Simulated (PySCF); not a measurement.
**Electron correlation in Tl (thallium, neutral)**

[Xe] 4f14 5d10 6s2 6p1, 2P determinant. All numbers are calculated (PySCF 2.14, the spin-free X2C one-electron Hamiltonian (Gaussian nucleus), in x2c-TZVPPall). Frozen: [Xe] 4f14 5d10; 3 electrons correlated.

| level | correlation energy (mhartree) |
| --- | --- |
| CCSD | -34.30 |
| (T) | -0.45 |
| CCSD(T) | -34.75 |

Diagnostics: T1 = 0.0085, D1 = 0.0199, largest double amplitude 0.064.

Is a single reference adequate?

Yes, within this model without spin-orbit coupling: T1 lies below 0.03 and no double amplitude reaches 0.07.
